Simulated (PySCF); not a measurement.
Static response to an electric field

Species: C5H13O2P.
Atom-mapped SMILES: `[CH3:1][CH:2]([CH3:3])[CH2:4][P@:5]([CH3:6])(=[O:7])[OH:8]` (hydrogens: H9, H10, H11 on C1; H12 on C2; H13, H14, H15 on C3; H16, H17 on C4; H18, H19, H20 on C6; H21 on O8)

Cartesian coordinates in Å at the PBE0-D3(BJ)/def2-SVP level; atoms count from 1:
```xyz
21
C5H13O2P angstrom
C      2.2385   -0.5353   -0.5767
C      1.0033    0.2933   -0.2409
C      1.3797    1.7266    0.1222
C      0.1993   -0.3848    0.8741
P     -1.4402    0.3181    1.1981
C     -2.4493    0.0261   -0.2722
O     -1.4694    1.7255    1.6949
O     -2.0555   -0.7478    2.2766
H      1.9719   -1.5583   -0.8870
H      2.8148   -0.0727   -1.3928
H      2.9040   -0.6123    0.2992
H      0.3693    0.3232   -1.1475
H      0.4969    2.3232    0.3935
H      1.9017    2.2173   -0.7136
H      2.0587    1.7347    0.9911
H      0.7412   -0.3256    1.8342
H      0.0484   -1.4569    0.6612
H     -2.0636    0.6181   -1.1142
H     -3.4693    0.3679   -0.0444
H     -2.4732   -1.0390   -0.5421
H     -2.3651   -0.2528    3.0464
```

Level: CAM-B3LYP/def2-SVPD (PySCF), static field, nuclei fixed, core orbitals frozen in the response. The polarisability tensor in these axes (au):

```
x   98.85  0.38 -5.21
y    0.38 86.37  1.29
z   -5.21  1.29 86.87
```

Task: Give the principal values, the mean and the anisotropy Δα = √{½[(α1 − α2)² + (α2 − α3)² + (α1 − α3)²]}.

Result: Principal values 84.13, 87.17 and 100.80 au; mean 90.70 au = 13.44 Å³ = 14.95 × 10⁻⁴⁰ C²·m²/J; Δα = 15.38 au (17 % of the mean).

Task: What is the dipole moment, and where does it point?

Result: (0.35, -2.47, -1.59) D, 2.96 D in size, pointing from the negative to the positive side. Measured along this direction, the outermost atoms are O7 at the negative end and H9 at the positive end.

Task: Rayleigh depolarisation ratio (linearly polarised light, static tensor)?

Result: ρ = 3Δα²/(45ᾱ² + 4Δα²) = 709.6/(370173 + 946.1) = 0.00191.

Task: What would n − 1 = 2πNα be for an ideal gas of these molecules at 350 K and 1 atm, electronic part alone?

Result: N = p/kT = 2.0968 × 10¹⁹ cm⁻³, so n − 1 = 2π × N × 13.44 × 10⁻²⁴ cm³ = 1771 × 10⁻⁶ at long wavelengths, for an ideal gas.

Task: What molar refraction does this α imply?

Result: Lorentz–Lorenz: R = (4π/3)N_A α = 2.5225 cm³/(mol·Å³) × 13.44 Å³ = 33.9 cm³/mol, in the limit of long wavelengths.

Task: In a dilute gas of rigid molecules at 500 K, how does the orientational term μ²/3kT compare with the electronic polarisability?

Result: In Gaussian units μ²/3kT = 42.20 Å³ against 13.44 Å³, a ratio of 3.14; the Debye molar polarisation (4π/3)N_A(α + μ²/3kT) is 140.4 cm³/mol, leaving out the vibrational part.

Task: Give the principal axes and the span of the nuclei along them.

Result: Largest value along (0.94, -0.01, -0.35), where the nuclei span 6.41 Å; middle along (0.19, 0.86, 0.48), 3.96 Å; least along (0.30, -0.51, 0.80), 3.71 Å. The response follows the extents in order.

One conformer (not necessarily the lowest) at the PBE0-D3(BJ)/def2-SVP geometry, without solvent, vibrations or thermal averaging.

These values come from a run that also computed excited states and ΔSCF ions. Time: 6.0 min wall (with the writing of density and orbital grids); peak memory 1.4 GiB. Hardware: one thread of an Arm Neoverse V2, no GPU (shared host).
